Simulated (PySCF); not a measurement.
## Vertical excitation energies

Species: C4H5Cl2F.
SMILES: `FC/C=C/C(Cl)Cl`

Method: TDDFT B3LYP/def2-SVPD, vertical, gas phase, core orbitals frozen in the response in PySCF 2.14.0, density-fitted response routines. The structure is a single PBE0-D3(BJ)/def2-SVP conformer in the gas phase; no vibrational or solvent corrections. Torsions of this conformer, `[F:1][CH2:2]/[CH:3]=[CH:4]/[CH:5]([Cl:6])[Cl:7]`: F1–C2–C3–C4 0°, C3–C4–C5–Cl6 -119°.

| state | E (eV) | ν̃ (cm⁻¹) | f | \|μ\| (D) | symmetry | main configurations (H = HOMO, L = LUMO) |
| --- | --- | --- | --- | --- | --- | --- |
| S1 | 6.22 | 50180 | 0.0001 | 0.07 | – | H→L+1 (95%) |
| S2 | 6.30 | 50800 | 0.207 | 2.95 | A′ | H→L (61%), H-2→L (33%) |
| S3 | 6.44 | 51950 | 0.0003 | 0.11 | – | H-1→L (96%) |
| S4 | 6.67 | 53760 | 0.193 | 2.77 | A′ | H-2→L (57%), H→L (21%), H-1→L+1 (9%) |
| S5 | 6.80 | 54880 | 0.064 | 1.58 | A′ | H-1→L+1 (86%) |
| S6 | 6.88 | 55470 | 0.0049 | 0.43 | A″ | H-2→L+1 (61%), H-3→L (35%) |

The lowest singlet comes at 199 nm (600 kJ/mol) in the vacuum ultraviolet; it is dark (f under 0.0005); its leading configuration is HOMO→LUMO+1 (95%). The strongest level in the table is S2 at 6.30 eV (197 nm, f = 0.207). Löwdin shares by element: HOMO carbon 57% or more, chlorine 26% (atoms not listed hold the other 17%); LUMO carbon 52% or more, chlorine 22% (atoms not listed hold the other 26%). Orbital energies (eV): HOMO-3 -9.18, HOMO-2 -8.61, HOMO-1 -8.60, HOMO -7.78, LUMO -1.12, LUMO+1 -0.52, LUMO+2 0.20. The oscillator strengths of these states sum to 0.470; summed over the whole spectrum of an exact calculation they would give the number of electrons, 72 (Thomas–Reiche–Kuhn). The listed states span 0.66 eV, and the widest gap between neighbours is 0.22 eV (S3 to S4). Symmetry labels in Cs follow from the direction of the transition dipole and are given only for states with f of 0.002 or more. The window holds the lowest 6 singlets.
